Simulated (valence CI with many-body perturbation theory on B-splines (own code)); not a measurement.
Cs XXXV: magnetic and hyperfine properties of the levels

Computed by configuration interaction combined with many-body perturbation theory (CI+MBPT): three valence electrons over a frozen Dirac-Fock core [Ar], a basis of 7 s, 7 p, 8 d, 6 f, 4 g, 1 h functions for each j, with the one-electron correlation potential Σ1 (screened to all orders), the two-electron term Σ2, the three-electron term Σ3, Breit, model QED; selected single and double excitations, second order for the rest, scaled by the run's own slope (own B-spline code, finite nucleus).

The last digits are not significant, and no measured levels were compared; by estimate large intervals hold to a few tenths of a per cent, small ones and those within an open d or f shell to about a per cent. Only levels of the ground parity were solved; by the run's estimate the other parity begins above the list, which can be wrong where configurations are misplaced.

A/g_I is the dipole constant over the nuclear g factor μ/I (μ in nuclear magnetons, uniformly magnetised nucleus), B/Q the quadrupole constant per barn. Both hold the static response of the core; the bare values leave it out. Large factors of s and p1/2 electrons are usually good to 5 to 10 %; those of open d and f shells near neutrality can be off by tens of per cent, and small factors of p3/2, d and f electrons come from cancelling terms and can be off by a factor of two or in sign, in half-filled shells by more. B is blank for J = 1/2, where it vanishes, and for nearly pure S terms. Energies count from the lowest level.

Levels are named by their leading jj configuration (3d3/2^4 stands for four electrons in 3d with j = 3/2), which in mixed levels can hold well under half, so a name can repeat and another be missing. Letters in brackets count levels of one name in rising energy.

| Level | E (eV) | g | A/g_I (MHz) | A/g_I bare | B/Q (MHz/b) | B/Q bare |
| --- | --- | --- | --- | --- | --- | --- |
| (3d3/2^3) J=3/2 | 0.000 | 0.597 | 35700 | 35300 | -16100 | -16400 |
| (3d3/2^2 3d5/2) J=5/2 [a] | 12.365 | 1.042 | 20200 | 20300 | -9350 | -9530 |
| (3d3/2^2 3d5/2) J=3/2 | 17.807 | 1.268 | 16100 | 16400 | -7980 | -8130 |
| (3d3/2^2 3d5/2) J=7/2 | 18.020 | 1.107 | 20200 | 20400 | 1050 | 1060 |
| (3d3/2^2 3d5/2) J=9/2 | 19.605 | 1.099 | 21700 | 21800 | 16800 | 17100 |
| (3d3/2^2 3d5/2) J=1/2 | 20.749 | 1.942 | -16100 | -14900 |  |  |
| (3d3/2^2 3d5/2) J=5/2 [b] | 31.556 | 1.459 | 8470 | 9040 | 22600 | 23000 |
| (3d3/2 3d5/2^2) J=7/2 [a] | 31.783 | 1.033 | 18700 | 18800 | 4340 | 4420 |
| (3d3/2 3d5/2^2) J=9/2 | 33.705 | 1.126 | 17500 | 17700 | 11000 | 11200 |
| (3d3/2 3d5/2^2) J=3/2 [a] | 37.294 | 1.153 | 18900 | 19100 | -20800 | -21100 |
| (3d3/2 3d5/2^2) J=1/2 | 39.041 | 1.384 | -4490 | -3940 |  |  |
| (3d3/2 3d5/2^2) J=11/2 | 40.664 | 1.085 | 19400 | 19500 | 44400 | 45200 |
| (3d3/2 3d5/2^2) J=5/2 [a] | 43.067 | 1.166 | 13800 | 14000 | 15700 | 15900 |
| (3d3/2 3d5/2^2) J=5/2 [b] | 45.360 | 1.044 | 17600 | 17700 | 8020 | 8170 |
| (3d3/2 3d5/2^2) J=7/2 [b] | 47.457 | 1.114 | 19500 | 19700 | 9920 | 10100 |
| (3d5/2^3) J=9/2 | 52.058 | 1.113 | 15000 | 15100 | 8910 | 9080 |
| (3d5/2^3) J=3/2 | 54.078 | 1.156 | 20500 | 20700 | 10200 | 10400 |
| (3d3/2 3d5/2^2) J=3/2 [b] | 66.042 | 0.863 | 26000 | 25900 | 19500 | 19900 |
| (3d5/2^3) J=5/2 | 69.960 | 1.149 | 14800 | 15100 | 9330 | 9510 |

Task: Take the isotope of mass number 134, with I = 4, μ = 2.9893 μN and Q = 0.37 b. What is the hyperfine structure of (3d3/2^2 3d5/2) J=5/2 [b]?

Result: From the table A = 6330 MHz, B = 8370 MHz. Shifts from the centre of gravity in MHz: F = 3/2: -75000, F = 5/2: -61700, F = 7/2: -42000, F = 9/2: -15100, F = 11/2: 20200, F = 13/2: 65400.
